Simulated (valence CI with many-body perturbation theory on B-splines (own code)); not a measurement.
**Energy levels of Ho⁶²⁺**

Calculated by relativistic CI+MBPT: three valence electrons over a frozen Dirac-Fock core [He], radial functions for each j: 11 s, 11 p, 9 d, 7 f, 5 g, 2 h, 1 i, with the one-electron correlation potential Σ1 (screened to all orders), the two-electron term Σ2, the three-electron term Σ3, Breit, model QED; selected single and double excitations, second order for the rest (own B-spline code, finite nucleus).

No measured spectrum was set against this ion. As an estimate, large intervals hold to a few tenths of a per cent, small ones and those within an open d or f shell to about a per cent.

Levels 1 to 45 of 102, with energies above the lowest level, (2s^2 2p1/2) J=1/2. "Leading %" is the weight of the configuration and term that name the level; weights of strongly mixed levels are sums over their largest components and can fall short. In the jj column 3d3/2^4 stands for four electrons in 3d with j = 3/2. Lifetimes count E1, E2, E3, M1 and M2 decay at the calculated energies, and are blank where another channel may lead or the interval is too uncertain; long ones can be off by a factor of two.

| No. | Configuration | Term | J | E (eV) | Leading % | g | Lifetime | Leading jj |
| --- | --- | --- | --- | --- | --- | --- | --- | --- |
| 1 | 2s2 2p | 2P° | 1/2 | 0.0 | 100 | 0.625 |  | 2s^2 2p1/2 (100 %) |
| 2 | 2s 2p2 | 4P | 1/2 | 229.3 | 51 | 2.064 | 53.6 ps | 2s 2p1/2^2 (100 %) |
| 3 | 2s2 2p | 2P° | 3/2 | 932.6 | 99 | 1.304 | 69.2 ps | 2s^2 2p3/2 (99 %) |
| 4 | 2s 2p2 | 4P | 3/2 | 1093.3 | 90 | 1.630 | 26.2 ps | 2s 2p1/2 2p3/2 (100 %) |
| 5 | 2s 2p2 | 2D | 5/2 | 1131.4 | 62 | 1.319 | 145 ps | 2s 2p1/2 2p3/2 (100 %) |
| 6 | 2s 2p2 | 2P | 1/2 | 1194.9 | 69 | 1.259 | 198 fs | 2s 2p1/2 2p3/2 (99 %) |
| 7 | 2s 2p2 | 2D | 3/2 | 1196.8 | 62 | 0.974 | 223 fs | 2s 2p1/2 2p3/2 (100 %) |
| 8 | 2p3 | 2P° | 3/2 | 1436.5 | 48 | 1.324 | 291 fs | 2p1/2^2 2p3/2 (99 %) |
| 9 | 2s 2p2 | 4P | 5/2 | 2043.8 | 62 | 1.417 | 991 fs | 2s 2p3/2^2 (100 %) |
| 10 | 2s 2p2 | 2S | 1/2 | 2140.0 | 69 | 1.914 | 247 fs | 2s 2p3/2^2 (100 %) |
| 11 | 2s 2p2 | 2P | 3/2 | 2140.8 | 60 | 1.175 | 136 fs | 2s 2p3/2^2 (100 %) |
| 12 | 2p3 | 4S° | 3/2 | 2326.2 | 55 | 1.437 | 144 fs | 2p1/2 2p3/2^2 (100 %) |
| 13 | 2p3 | 2D° | 5/2 | 2348.4 | 100 | 1.168 | 155 fs | 2p1/2 2p3/2^2 (100 %) |
| 14 | 2p3 | 2P° | 1/2 | 2398.7 | 100 | 0.625 | 131 fs | 2p1/2 2p3/2^2 (100 %) |
| 15 | 2p3 | 2P° | 3/2 | 3298.1 | 52 | 1.288 | 95.9 fs | 2p3/2^3 (100 %) |
| 16 | 2s2 3s | 2S | 1/2 | 8442.5 | 98 | 1.986 | 5.48 fs | 2s^2 3s (98 %) |
| 17 | 2s2 3p | 2P° | 1/2 | 8519.5 | 96 | 0.663 | 142 fs | 2s^2 3p1/2 (96 %) |
| 18 | 2s 2p 3s | 4P° | 1/2 | 8595.9 | 85 | 2.356 | 6.12 fs | 2s 2p1/2 3s (98 %) |
| 19 | 2s 2p 3s | 4P° | 3/2 | 8620.7 | 59 | 1.540 | 5.46 fs | 2s 2p1/2 3s (99 %) |
| 20 | 2s 2p 3s | 2P° | 1/2 | 8647.7 | 94 | 0.712 | 7.30 fs | 2s 2p1/2 3s (99 %) |
| 21 | 2s 2p 3p | 4D | 1/2 | 8660.8 | 72 | 0.266 | 7.72 fs | 2s 2p1/2 3p1/2 (100 %) |
| 22 | 2s 2p 3p | 4D | 3/2 | 8686.7 | 40 | 1.097 | 2.93 fs | 2s 2p1/2 3p1/2 (99 %) |
| 23 | 2s 2p 3p | 4P | 1/2 | 8725.5 | 46 | 1.931 | 5.98 fs | 2s 2p1/2 3p1/2 (99 %) |
| 24 | 2s2 3p | 2P° | 3/2 | 8795.6 | 97 | 1.324 | 90.4 fs | 2s^2 3p3/2 (97 %) |
| 25 | 2s2 3d | 2D | 3/2 | 8848.6 | 98 | 0.789 | 876 as | 2s^2 3d3/2 (98 %) |
| 26 | 2p2 3s | 4P | 1/2 | 8871.5 | 43 | 1.949 | 6.36 fs | 2p1/2^2 3s (93 %) |
| 27 | 2s2 3d | 2D | 5/2 | 8923.3 | 96 | 1.191 | 955 as | 2s^2 3d5/2 (96 %) |
| 28 | 2p2 3p | 2P° | 1/2 | 8934.4 | 44 | 0.641 | 1.39 fs | 2p1/2^2 3p1/2 (95 %) |
| 29 | 2s 2p 3p | 4P | 3/2 | 8947.0 | 31 | 1.392 | 8.01 fs | 2s 2p1/2 3p3/2 (100 %) |
| 30 | 2s 2p 3p | 4D | 5/2 | 8976.8 | 43 | 1.318 | 27.5 fs | 2s 2p1/2 3p3/2 (97 %) |
| 31 | 2s 2p 3p | 2D | 3/2 | 8979.5 | 43 | 1.244 | 3.57 fs | 2s 2p1/2 3p3/2 (100 %) |
| 32 | 2s 2p 3p | 2P | 1/2 | 8986.5 | 42 | 1.359 | 2.42 fs | 2s 2p1/2 3p3/2 (94 %) |
| 33 | 2s 2p 3d | 4F° | 3/2 | 8988.6 | 70 | 0.567 | 3.45 fs | 2s 2p1/2 3d3/2 (100 %) |
| 34 | 2s 2p 3d | 4F° | 5/2 | 9016.8 | 44 | 1.012 | 4.90 fs | 2s 2p1/2 3d3/2 (98 %) |
| 35 | 2s 2p 3d | 2P° | 3/2 | 9034.0 | 29 | 1.174 | 719 as | 2s 2p1/2 3d3/2 (98 %) |
| 36 | 2s 2p 3d | 4D° | 1/2 | 9039.0 | 53 | 0.434 | 816 as | 2s 2p1/2 3d3/2 (96 %) |
| 37 | 2s 2p 3d | 4P° | 5/2 | 9074.9 | 34 | 1.308 | 940 as | 2s 2p1/2 3d5/2 (99 %) |
| 38 | 2s 2p 3d | 2F° | 7/2 | 9101.3 | 39 | 1.227 | 971 as | 2s 2p1/2 3d5/2 (100 %) |
| 39 | 2s 2p 3d | 2F° | 5/2 | 9112.6 | 49 | 1.070 | 976 as | 2s 2p1/2 3d5/2 (99 %) |
| 40 | 2s 2p 3d | 2P° | 3/2 | 9113.1 | 39 | 1.105 | 979 as | 2s 2p1/2 3d5/2 (96 %) |
| 41 | 2p2 3p | 2P° | 3/2 | 9225.4 | 33 | 1.321 | 3.36 fs | 2p1/2^2 3p3/2 (96 %) |
| 42 | 2p2 3d | 2D | 3/2 | 9264.4 | 42 | 0.783 | 5.11 fs | 2p1/2^2 3d3/2 (98 %) |
| 43 | 2p2 3d | 2D | 5/2 | 9351.6 | 35 | 1.190 | 996 as | 2p1/2^2 3d5/2 (98 %) |
| 44 | 2s 2p 3s | 4P° | 5/2 | 9530.9 | 100 | 1.572 | 7.92 fs | 2s 2p3/2 3s (100 %) |
| 45 | 2s 2p 3s | 2P° | 3/2 | 9554.9 | 77 | 1.390 | 4.82 fs | 2s 2p3/2 3s (100 %) |

The ionisation energy to 2s2 1S_0 of the next ion comes out as 14992 eV (NIST: 14998 ± 15 eV (theoretical)). All 102 levels together are meant to be complete up to 10290.2 eV.
